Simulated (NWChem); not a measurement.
System: CH$_{5}$BO$_{2}$; SMILES CB(O)O

Here is an NWChem input.

```
start job
memory heap 200 mb stack 900 mb global 1100 mb
geometry units angstroms noautosym nocenter noautoz
  B     -0.002936     0.116332     0.000465
  C     -0.069280    -1.474544     0.002708
  H      0.435181    -1.891463    -0.879781
  H     -1.088850    -1.878378     0.009713
  H      0.446456    -1.889813     0.879431
  O     -1.112308     0.918678    -0.001098
  H     -1.927555     0.401361    -0.000904
  O      1.189312     0.793338    -0.000308
  H      1.945014     0.191661     0.001146
end
basis spherical
  B library def2-svp
  C library def2-svp
  H library def2-svp
  O library def2-svp
end
dft
  xc b3lyp
  iterations 150
  mulliken
end
task dft energy
esp
  recalculate
  probe 0.07
  range 0.3
  factor 1.0
  spacing 0.02
end
task esp
```

All runs use the structure optimised with B3LYP/6-31G* (spherical d).

Atomic charges in e: unrestrained fits to the electrostatic potential beside Mulliken populations; buried atoms are poorly determined by the fit.

Atoms are numbered as in the input.

Problem. What results follow from this input? (B3LYP/def2-SVP.) Quantities: ESP B1; Mulliken B1; ESP C2; Mulliken C2; ESP O6; Mulliken O6; ESP O8; Mulliken O8; relative RMS misfit of the potential (%).

Solution. 
```yaml
ESP B1: 0.63
Mulliken B1: -0.05
ESP C2: -0.39
Mulliken C2: -0.12
ESP O6: -0.60
Mulliken O6: -0.12
ESP O8: -0.60
Mulliken O8: -0.13
relative RMS misfit of the potential (%): 16
```
